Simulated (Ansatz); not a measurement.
CH6BClOSi. The species carries charge 0 and has multiplicity 1. The bonds changed during the relaxation, so this is another structure than the one it started from. The structure was optimised at the PBE0-D4/def2-TZVP level. It is one conformer, not always the lowest.

```xyz
11

B     0.541    1.580   -0.068
C    -0.239    0.261   -0.384
O    -0.972    0.193   -1.478
Si   -0.254   -1.201    0.831
Cl    1.875    0.308   -0.832
H     0.383    2.498   -0.817
H     0.833    1.772    1.077
H    -1.249   -0.712   -1.676
H    -1.568   -1.136    1.525
H     0.861   -1.107    1.791
H    -0.211   -2.456    0.030
```

Problem. What is the dipole moment at PBE/def2-TZVPP? (Best estimate.)

Solution. The calculation gave: 3.59 D, with components (-2.04, -2.95, -0.14) D in this frame, pointing from negative to positive charge.

Problem. And with r2SCAN, B3LYP, ωB97M-V? (Estimate.)

Solution. Computed: r2SCAN 3.69 D, B3LYP 3.74 D, ωB97M-V 3.85 D.

Problem. Give the Mulliken charges with PBE, r2SCAN, B3LYP in def2-TZVPP. (Estimate.)

Solution. Ansatz gave: 
```tsv
atom	PBE	r2SCAN	B3LYP
B1	-0.20	-0.11	-0.17
C2	0.18	0.18	0.19
O3	-0.14	-0.21	-0.18
Si4	0.17	0.25	0.24
Cl5	-0.14	-0.17	-0.19
H6	0.01	-0.01	0.02
H7	0.00	-0.02	0.01
H8	0.21	0.23	0.21
H9	-0.04	-0.05	-0.05
H10	-0.01	-0.03	-0.02
H11	-0.04	-0.06	-0.05
```

B3LYP here is the variant with VWN-RPA as its local correlation; programs differ in this.
